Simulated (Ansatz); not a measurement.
Reaction (formal exchange of groups at the Sn–C bond): `C#C[CH](F)[SnH3]` + CH₃NH₂ → `[NH2][SnH3]` + `C#CC(C)F`

Program: Ansatz. Geometries: PBE0-D4/def2-TZVP. ΔE: electronic, gas phase. CCSD(T)/CBS adds triple-zeta CCSD(T) − MP2 to the extrapolated MP2 energy (def2 sets, frozen cores). DFT in def2-TZVPP. B3LYP here is the variant with VWN-RPA as its local correlation; programs differ in this. def2 core potentials past Kr. For Sn outer-core shells are correlated without core-valence functions, which leaves a few kJ/mol of doubt a bond.

```json
{"level": "B3LYP-D4", "ΔE (eV)": "-0.73"}
{"level": "B3LYP", "ΔE (eV)": "-0.75"}
{"level": "SCS-MP2/def2-TZVPP", "ΔE (eV)": "-0.85"}
{"level": "CCSD/def2-TZVPP", "ΔE (eV)": "-0.82"}
{"level": "CCSD(T)/def2-TZVPP", "ΔE (eV)": "-0.82"}
{"level": "HF/def2-QZVPP", "ΔE (eV)": "-0.89"}
{"level": "SCS-MP2/def2-QZVPP", "ΔE (eV)": "-0.85"}
{"level": "HF/CBS(def2)", "ΔE (eV)": "-0.89"}
```

**Question.** What does CCSD(T)/CBS give? (Best estimate.)

**Answer.** The calculation gave: -0.82 eV. The listed levels differ from it by 0.09, 0.07, -0.03, 0.00, 0.00, -0.07, -0.03, -0.07 eV.

Largest T1 diagnostic among the species: 0.013.

In def2-TZVPP, CCSD(T) changes the Hartree–Fock value by +0.07 eV (the triples alone add +0.01 eV) and MP2 by +0.05 eV. From PBE to PBE0 (25 % exact exchange), in def2-TZVPP and without D4, ΔE moves by −0.05 eV.
